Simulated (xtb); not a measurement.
Harmonic IR lines of one isomer of C₁₀H₉BO, unscaled. Calculation: GFN2-xTB (xtb 6.7.1).

```
wavenumber (cm⁻¹)  relative intensity
-----------------  ------------------
418                                50
455                               4.6
492                               3.4
752                               4.1
797                                11
804                                14
823                                47
828                                10
860                               3.5
982                               5.7
1042                               19
1119                              7.9
1126                               19
1163                               46
1183                               44
1199                               75
1209                              100
1332                               18
1357                              7.1
1387                               18
1427                               21
1469                               12
1483                               17
1528                               12
1586                              9.3
1594                               12
2631                               97
2663                               44
3002                              9.8
3038                              3.6
3058                              7.2
3072                              6.3
3129                               20
3524                              8.3
```

Say which structure gives these lines.
(A) `Bc1ccc2cccc(O)cc1-2`
(B) `Bc1cc2cccc(O)cc-2c1`
(C) `Bc1cc2ccc(O)ccc-2c1`
(D) `Bc1ccc2cccc-2cc1O`

B, `Bc1cc2cccc(O)cc-2c1`
